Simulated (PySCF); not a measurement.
H6NSi2, SMILES [SiH3]N[SiH2], multiplicity 2. Atoms are numbered in the order given.

```xyz
9

Si     1.5420     0.0086    -0.5702
N      0.1955     0.2279     0.5451
Si    -1.5192    -0.0436     0.2515
H      1.1761    -1.1554    -1.4627
H      2.7781    -0.3213     0.2422
H      0.4149     0.7897     1.3763
H     -2.1689    -0.5720     1.5028
H     -1.6218    -1.0509    -0.8568
H     -2.2654     1.2032    -0.1545
```
Charge 0, spin multiplicity 2.

Geometry: PBE-D3(BJ)/def2-SVP. The isomer is the one that the SMILES or the coordinates give; other isomers of the formula were not compared.

Level of theory: PBE-D3(BJ)/def2-SVP run with PySCF.

Frequencies are harmonic and unscaled.

Computed vibrational spectrum:
```
mode  ν (cm⁻¹)  IR (km/mol)  moving atoms (share of kinetic energy)
----  --------  -----------  --------------------------------------
1           64          0.3                          H 81 %, N 15 %
2          125          0.5                          H 77 %, N 16 %
3          195          0.9                 Si 46 %, H 28 %, N 27 %
4          417         54.5                          H 86 %, N 10 %
5          584          3.2                 Si 45 %, H 39 %, N 16 %
6          628          1.2                          H 90 %, Si 8 %
7          678         51.0                          H 83 %, Si 9 %
8          712         60.1                         H 84 %, Si 12 %
9          788         57.3                 H 59 %, N 30 %, Si 11 %
10         856        100.7                                  H 95 %
11         887         64.8                                  H 95 %
12         905        320.2                 N 40 %, H 35 %, Si 25 %
13         923         48.7                                  H 92 %
14         954         89.9                                  H 89 %
15        1148        121.5                          H 70 %, N 27 %
16        2076        117.3                                  H 98 %
17        2124        123.5                                  H 96 %
18        2139        136.1                                  H 96 %
19        2157        121.2                                  H 97 %
20        2188         82.8                                  H 96 %
21        3487         35.0                                  H 93 %
```
